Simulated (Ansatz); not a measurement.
C2H9B2N. Charge 0, multiplicity 1. The bonds changed during the relaxation, so this is another structure than the one it started from.

```xyz
14

B    -1.111    0.595   -1.709
C    -0.261   -0.489   -0.997
C    -0.189   -0.515    0.511
B     1.135   -0.659    1.339
N     0.361    0.737    1.122
H    -1.382    0.486   -2.871
H    -1.461    1.594   -1.139
H     0.757   -0.336   -1.409
H    -0.505   -1.493   -1.365
H    -1.139   -0.764    0.978
H     2.168   -0.698    0.727
H     1.095   -1.039    2.475
H     0.708    1.427    0.472
H    -0.177    1.154    1.865
```

Question: Give the diagnostics of a CCSD(T)/def2-TZVPP run (frozen core, Ansatz). (An estimate is asked.)

Answer: The calculation gave: T1 = 0.0100, largest single amplitude 0.014, largest double 0.023, (T) share of the correlation energy 3.8 %, 9 CCSD cycles. The RHF solution is stable towards an unrestricted one. T1 lies under the customary mark of 0.02 for closed shells.
